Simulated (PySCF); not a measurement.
Compound: C9H16P (charge +1).
SMILES with atom numbers: `[CH3:1][C:2]1=[CH:3][P@+:4]([CH3:5])([CH:6]2[CH2:7][CH2:8]2)[CH2:9][CH2:10]1` (hydrogens: H11, H12, H13 on C1; H14 on C3; H15, H16, H17 on C5; H18 on C6; H19, H20 on C7; H21, H22 on C8; H23, H24 on C9; H25, H26 on C10)
Bond orders are those of one Lewis drawing.

Computed by this run: PySCF 2.14.0, PBE0-D3(BJ)/def2-SVP geometry optimisation, gas phase; density fitting, grid level 1; the optimiser is geomeTRIC in internal coordinates, started from a GFN2-xTB structure with every atom displaced at random (about 0.01 Å).

Step 0: E = -18852.3387 eV
```
atom  x, y, z in Å  |  force x, y, z in eV/Å
C1     -3.4491   -0.3816   -0.9335   -1.120   1.592  -0.085
C2     -2.1266   -0.1951   -0.3483    0.207  -0.497   0.912
C3     -1.0833    0.3192   -1.0007    1.674   0.131   1.069
P4      0.4107    0.3689    0.0429   -2.053  -0.372   0.041
C5      1.0009    2.0398    0.2986    0.049  -0.015   0.446
C6      1.6825   -0.7406   -0.5092    0.824   0.504   0.164
C7      2.9683   -0.8308    0.3001   -0.389   0.527  -0.646
C8      2.9990   -0.2055   -1.0589   -0.743  -1.407   0.980
C9     -0.4745   -0.2785    1.5485   -0.284   0.017  -1.591
C10    -1.9074   -0.6315    1.0845    0.501   0.274  -0.313
H11    -4.2068    0.2242   -0.3663    0.436  -0.318  -0.257
H12    -3.4857   -0.0374   -1.9689   -0.027  -0.014  -0.230
H13    -3.8092   -1.3878   -0.8889   -0.182  -1.168   0.114
H14    -1.0796    0.6662   -2.0055   -0.085   0.296  -1.086
H15     1.8486    2.0288    0.9919    0.183   0.078   0.095
H16     1.3041    2.4908   -0.6385    0.215   0.171  -0.523
H17     0.2029    2.6611    0.7307   -0.080  -0.162   0.008
H18     1.2805   -1.6549   -0.9274   -0.185  -0.342  -0.202
H19     3.3981   -1.8118    0.4358    0.130  -0.446   0.060
H20     3.0453   -0.1790    1.1661    0.172   0.150   0.218
H21     3.4220   -0.7590   -1.8737    0.313  -0.455  -0.546
H22     3.1289    0.8365   -1.1388    0.182   1.567  -0.059
H23     0.0625   -1.1447    1.8957    0.418  -0.559   0.445
H24    -0.4774    0.4830    2.3032    0.111   0.628   0.759
H25    -2.0676   -1.7166    1.1432   -0.170  -0.078   0.104
H26    -2.6552   -0.1394    1.7205   -0.097  -0.102   0.122
```

Problem. Estimate the geometry and energy of step 1. (The exact step hangs on the optimiser's Hessian estimate; all steps are aligned on step 0, rigid shifts and turns removed.)

Solution. E = -18852.5712 eV, largest force 0.366 eV/Å
```
atom  x, y, z in Å  |  force x, y, z in eV/Å
C1     -3.4581   -0.3452   -0.9813   -0.019  -0.207   0.068
C2     -2.1173   -0.1989   -0.3542    0.040   0.073  -0.112
C3     -1.0334    0.3097   -0.9844    0.001   0.019  -0.018
P4      0.3714    0.3439    0.1009   -0.023  -0.024  -0.098
C5      1.0153    2.0043    0.3694   -0.021   0.072  -0.059
C6      1.6908   -0.7341   -0.4339   -0.110  -0.147  -0.049
C7      3.0374   -0.7491    0.2566   -0.078  -0.220   0.026
C8      2.9300   -0.2239   -1.1266    0.150   0.277  -0.187
C9     -0.5128   -0.3001    1.5640    0.119   0.088   0.123
C10    -1.9343   -0.6283    1.0772   -0.035  -0.032   0.052
H11    -4.1886    0.2716   -0.4362   -0.054   0.043   0.028
H12    -3.4637   -0.0460   -2.0344    0.015   0.022  -0.067
H13    -3.8189   -1.3886   -0.9052    0.089   0.133   0.003
H14    -1.0206    0.6419   -2.0292    0.017  -0.039   0.171
H15     1.8565    1.9990    1.0767    0.011  -0.031   0.026
H16     1.3485    2.4366   -0.5873   -0.032  -0.034   0.055
H17     0.2043    2.6241    0.7752   -0.007   0.038   0.003
H18     1.2836   -1.6949   -0.7792    0.077   0.073   0.058
H19     3.4786   -1.7373    0.4193   -0.005   0.064  -0.012
H20     3.2141   -0.0476    1.0731    0.045   0.091   0.055
H21     3.3104   -0.8285   -1.9578   -0.064   0.049   0.097
H22     3.0529    0.8596   -1.2767   -0.055  -0.250   0.023
H23     0.0274   -1.1739    1.9655   -0.073   0.099  -0.038
H24    -0.5059    0.4787    2.3495   -0.005  -0.162  -0.130
H25    -2.1417   -1.7094    1.1531   -0.002   0.025  -0.001
H26    -2.6941   -0.1389    1.7092    0.019  -0.019  -0.016
```

The energy changes by -0.2324 eV. The first-order estimate −F·Δx gives -0.5138 eV and the mean of the old and new forces, exact on a quadratic surface, -0.2341 eV. The step makes an angle of 79° with the force vector and moves no atom by more than 0.233 Å.

The cost below is that of the whole optimisation. Time: 4.6 min wall; peak memory 0.94 GiB. Hardware: one thread of an Intel Xeon Platinum 8488C (shared host).
